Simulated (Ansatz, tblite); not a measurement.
[MO2(OH)2] with several metals: vertical IE (eV) at several levels, gas phase, relaxed structures; Ansatz, xTB through tblite. Core potentials for Nb, Ta in the def2 sets, no spin–orbit coupling. Raw xTB energies of ions are shifted by several eV. Names give formal oxidation states. The structures are stationary points that may keep the symmetry of their start. Remarks come from the PBE and PBE0 runs and from stability tests at other levels; not every state was tested. HOMO above LUMO (over both spins in singlets and doublets, within one spin in higher multiplets; at PBE or PBE0), or a gap under 0.15 eV within one spin, warns that the state may not be the lowest or that an electron is smeared out.

```csv
species,state,geometry,GFN1-xTB,PBE-D4/def2-TZVPD,r2SCAN-D4/def2-TZVPD,PBE0-D4/def2-TZVPD,remarks
[NbO2(OH)2]- (NbO4H2⁻),singlet to doublet,r2SCAN-D4/def2-SVPD,9.66,4.37,4.37,4.52,gap within one spin near zero at PBE or PBE0 (neutral doublet)
[TaO2(OH)2]- (TaO4H2⁻),singlet to doublet,PBE-D4/def2-SVPD,9.49,4.25,4.24,4.38,–
```

Task: Estimate the rows for [VO2(OH)2]- (VO4H2⁻) (singlet to doublet, PBE-D4/def2-SVPD geometry).

Result: 
| species | state | geometry | GFN1-xTB | PBE-D4/def2-TZVPD | r2SCAN-D4/def2-TZVPD | PBE0-D4/def2-TZVPD | remarks |
| --- | --- | --- | --- | --- | --- | --- | --- |
| [VO2(OH)2]- (VO4H2⁻) | singlet to doublet | PBE-D4/def2-SVPD | 11.70 | 4.51 | 4.59 | 4.73 | restricted SCF unstable in HF, spin-contaminated (⟨S²⟩ up to 0.83) (neutral doublet) |

Over the 3 species that have every level, the mean is 10.29 at GFN1-xTB, 4.38 at PBE-D4/def2-TZVPD, 4.40 at r2SCAN-D4/def2-TZVPD, 4.54 at PBE0-D4/def2-TZVPD.
